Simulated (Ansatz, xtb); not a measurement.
**Relative energy of two isomers of C7H5NO**

Structure I is `N#Cc1cccc(O)c1`, a singlet and structure II is `N#Cc1ccccc1O`, a singlet. Both are isolated molecules in the gas phase, relaxed with B3LYP/def2-SVP; the shapes shown needn't be the lowest conformers.

I (Å):

| atom | x (Å) | y (Å) | z (Å) |
| --- | --- | --- | --- |
| C | -1.5298 | -2.1257 | 2.0447 |
| C | -1.1232 | -1.4408 | 0.8471 |
| C | -1.3160 | -0.0497 | 0.7355 |
| C | -0.9155 | 0.5961 | -0.4329 |
| C | -0.3311 | -0.1194 | -1.4813 |
| C | -0.1397 | -1.5050 | -1.3687 |
| C | -0.5373 | -2.1680 | -0.2003 |
| N | -1.8597 | -2.6742 | 3.0133 |
| O | 0.4204 | -2.2517 | -2.3497 |
| H | -1.7725 | 0.5051 | 1.5561 |
| H | -1.0586 | 1.6745 | -0.5338 |
| H | -0.0205 | 0.3986 | -2.3942 |
| H | 0.6522 | -1.6893 | -3.1007 |
| H | -0.3847 | -3.2450 | -0.1214 |

II (Å):

```xyz
14

C     0.2943   -1.3632    1.8422
C    -0.2859   -1.0148    0.5810
C    -0.3723    0.3219    0.1417
C    -0.9432    0.6183   -1.0905
C    -1.4326   -0.4240   -1.8931
C    -1.3552   -1.7495   -1.4747
C    -0.7818   -2.0632   -0.2337
N     0.7510   -1.7193    2.8509
O    -0.7254   -3.3559    0.1351
H     0.0156    1.1142    0.7846
H    -1.0092    1.6540   -1.4290
H    -1.8825   -0.1967   -2.8629
H    -1.7327   -2.5673   -2.0911
H    -0.3093   -3.4433    1.0077
```

Question: Which of the two would you expect CCSD(T)/def2-SVP + ΔMP2/def2-TZVPP electronic energies to favour?

Answer: Structure II; the calculation gives E(II) − E(I) = −0.089 eV.

How the difference moves with the method:

```
                             level        geometry  E(II) − E(I) (eV)  departure from the last row (eV)  job, with rough time for the two
                          GFN2-xTB        GFN2-xTB              −0.043                            +0.046              optimisation, 0.14 s
                         HF/STO-3G        GFN2-xTB              −0.054                            +0.035              single point, 0.46 s
                r2SCAN-D4/def2-SVP        GFN2-xTB              −0.133                            −0.044               single point, 4.5 s
                    B3LYP/def2-SVP  B3LYP/def2-SVP              −0.111                            −0.022                optimisation, 36 s
                       HF/def2-SVP  B3LYP/def2-SVP              −0.097                            −0.008           part of the CCSD(T) run
                      MP2/def2-SVP  B3LYP/def2-SVP              −0.069                            +0.020           part of the CCSD(T) run
                  CCSD(T)/def2-SVP  B3LYP/def2-SVP              −0.088                            +0.001                      single point
CCSD(T)/def2-SVP + ΔMP2/def2-TZVPP  B3LYP/def2-SVP              −0.089                                               single point, 2.2 min
```

As drawn, both hold the same kinds of bond in the same numbers.

The levels shown agree on the order. The largest departure from CCSD(T)/def2-SVP + ΔMP2/def2-TZVPP is that of GFN2-xTB, 0.046 eV. The last row adds to CCSD(T) the change of the MP2 difference between the two basis sets, here −0.001 eV.

With thermal terms from frequencies at re-optimised GFN2-xTB minima (ideal gas, soft modes damped towards free rotors, one conformer each, 298.15 K, 1 atm): on the last row, ΔE + ΔZPE = −0.086, ΔH = −0.086, ΔG = −0.084 eV.

The correlated steps freeze 9 core orbitals. Run with Ansatz 0.2.0, xtb 6.7.1; the last row on 4 threads of Arm Neoverse V1 on a shared host.
